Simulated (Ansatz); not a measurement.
Reaction (isomerisation): `[SiH3][SiH2]C[SeH]` → `C[SiH2][SiH2][SeH]`

Isolated molecules relaxed with PBE0-D4/def2-TZVP in Ansatz; ΔE leaves out vibrations. CCSD(T)/CBS adds triple-zeta CCSD(T) − MP2 to the extrapolated MP2 energy (def2 sets, frozen cores). DFT in def2-TZVPP. B3LYP here is the variant with VWN-RPA as its local correlation; programs differ in this. For Se outer-core shells are correlated without core-valence functions, which leaves a few kJ/mol of doubt a bond. Scalar relativity is left out up to krypton. Each species was taken in one conformer, which may not be the lowest.

```json
{"level": "r2SCAN-D4", "ΔE (kJ/mol)": "-116.3"}
{"level": "PBE0-D4", "ΔE (kJ/mol)": "-114.7"}
{"level": "ωB97X-V", "ΔE (kJ/mol)": "-109.8"}
{"level": "ωB97M-V", "ΔE (kJ/mol)": "-111.0"}
{"level": "B3LYP", "ΔE (kJ/mol)": "-113.6"}
{"level": "MP2/def2-TZVPP", "ΔE (kJ/mol)": "-108.9"}
{"level": "HF/def2-QZVPP", "ΔE (kJ/mol)": "-116.3"}
{"level": "MP2/def2-QZVPP", "ΔE (kJ/mol)": "-111.7"}
```

Q: What does CCSD(T)/CBS give? (An estimate is asked.)

A: The calculation gave: -110.9 kJ/mol. The listed levels differ from it by -5.4, -3.8, 1.1, -0.1, -2.7, 2.0, -5.4, -0.8 kJ/mol.

Largest T1 diagnostic among the species: 0.011.

In def2-TZVPP, CCSD(T) changes the Hartree–Fock value by +10.5 kJ/mol (the triples alone add +1.4 kJ/mol) and MP2 by +7.5 kJ/mol.

CCSD(T)/CBS has its own doubt, a few kJ/mol and more with outer-core shells, so smaller differences from it don't rank the levels.
